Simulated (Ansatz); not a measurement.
Input file for Ansatz (an electronic-structure program): U-PBE/cc-pVTZ on C2H5B (SMILES BC=C), a point of a bond scan (R = 1.194 Å).

Ansatz 0.2 input:
```yaml
crystal:
  periodic: [false, false, false]
  atoms:
    - {symbol: B, position_ang: [-0.19234175, 0.13481091, 1.34229151]}
    - {symbol: H, position_ang: [-0.50441493, 1.28521043, 1.41149558]}
    - {symbol: H, position_ang: [-0.13703202, -0.51541306, 2.34021942]}
    - {symbol: C, position_ang: [0.12716890, -0.46653708, -0.03328683]}
    - {symbol: C, position_ang: [0.06087359, 0.27672265, -1.14769155]}
    - {symbol: H, position_ang: [0.41541955, -1.50959045, -0.14140796]}
    - {symbol: H, position_ang: [0.30253480, -0.15815417, -2.23326375]}
    - {symbol: H, position_ang: [-0.22108437, 1.32324500, -1.10131893]}
basis:
  gaussian:
    orbitals: cc-pVTZ
hamiltonian:
  xc: {name: PBE}
magnetization: {spin_polarized: true, initial_magnetization: 0}
```

It printed:

```
WARN ansatz: RAYON_NUM_THREADS=1 ignored (pool sized by the plan → 1); use --threads N
Functional definition: PBE
integrals: 0.05 GiB planned
840 factors; their error is unknown
mean field: 0.60 GiB planned
mean field evaluation 1: about -2819.1375 eV, gradient 3.9e1 eV
mean field evaluation 2: about -2808.5144 eV, gradient 5.7e1 eV
mean field evaluation 4: about -2826.8713 eV, gradient 3.6e0 eV
mean field evaluation 8: about -2826.9373 eV, gradient 2.4e-1 eV
mean field evaluation 16: about -2826.9374 eV, gradient 1.1e-5 eV
mean field -2826.93742640 eV, -103.8880342530 hartree, gradient 1.1e-5 eV, S^2 0.000000; 0 other end points of the search recorded, 0 dependent functions left out
reference -2826.93746299 eV, -103.8880355977 hartree; 11, 11 occupied and 149, 149 virtual orbitals, 840 factors
Total energy: -2826.93746299 eV, -103.8880355977 hartree
```

The run converged.

Cost: roughly 4 core-seconds.
